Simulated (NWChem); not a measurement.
# CdBr2; SMILES [Br][Cd][Br]

```xyz
3

Cd     0.0000     0.0000    -0.0949
Br     2.4064     0.0000    -0.0952
Br    -2.4064     0.0000    -0.0952
```
Atoms are numbered in this order, from 1.

All runs: NWChem. Geometry: optimised at PBE0/def2-SVP. def2 effective core potentials on Cd; no spin-orbit coupling. Level: PBE0/def2-SVPD; rows give the wavelength of the field.

```
field    isotropic polarisability (bohr³)  anisotropy (bohr³)
-------  --------------------------------  ------------------
static                               75.2                54.8
1065 nm                              76.3                56.3
589 nm                               79.1                59.8
```
